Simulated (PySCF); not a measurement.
Isomers of H6B2Si. Isolated molecules, 0 K electronic values unless said otherwise. One relaxed conformer stands for each flexible species; it need not be the lowest. Strings in code marks are SMILES.

Quantity: electronic energy of isomers of H6B2Si relative to `BB[SiH3]`, in kcal/mol.

Case: `B[SiH2]B`. Geometry of `B[SiH2]B` (neutral, multiplicity 1, Å):

```xyz
9

B     -1.5890     0.2110    -0.0495
Si     0.1210    -0.8202     0.1859
B      1.4635     0.6423     0.5048
H     -2.2666     0.4937     0.8880
H     -1.9231     0.6068    -1.1217
H      0.4526    -1.6068    -1.0311
H      0.0403    -1.7423     1.3494
H      1.6674     1.0561     1.6026
H      2.0339     1.1594    -0.4036
```

Problem. Estimate the electronic energy of isomers of H6B2Si relative to `BB[SiH3]` that M06-2X/def2-TZVP // B3LYP-D3(BJ)/def2-TZVP (PySCF) returns for this input.

Solution. 7.41 kcal/mol.
